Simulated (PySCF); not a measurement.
From computed data to an observable: chemical shift, span and skew from a shielding tensor

CBrF3, SMILES C(Br)(F)(F)F. Atoms are numbered in the order given.

```xyz
5

F     -1.0784    -0.6226    -1.2766
C      0.0000     0.0000    -0.8233
F      0.0000     1.2452    -1.2766
F      1.0784    -0.6226    -1.2766
Br     0.0000     0.0000     1.1260
```

The structure is a stationary point at B3LYP-D3(BJ)/def2-SVP.

GIAO shieldings from HF/pcSseg-1 in PySCF, non-relativistic, no solvent. The symmetric part of the tensor of F1 has the principal values 181.0, 196.3, 352.6 ppm. The same nucleus in CFCl3 has σ = 238.5 ppm at this level (PySCF, at its B3LYP-D3(BJ)/def2-TZVP geometry). Without spin–orbit terms, shifts of atoms bonded to Cl or Br come out too high.

Problem. Work out the isotropic shielding, the ¹⁹F shift against CFCl3, the span and the skew.

Solution. 
σ(iso) = (σ11 + σ22 + σ33)/3 = 243.3 ppm. δ = σ(ref) − σ(iso) = 238.5 − (243.3) = -4.8 ppm.
Span Ω = σ33 − σ11 = 171.6 ppm. Skew κ = 3(σ(iso) − σ22)/Ω = 0.82. Tumbling in solution averages the tensor to δ; in a static solid the shielding alone would spread this spin-1/2 line over Ω.
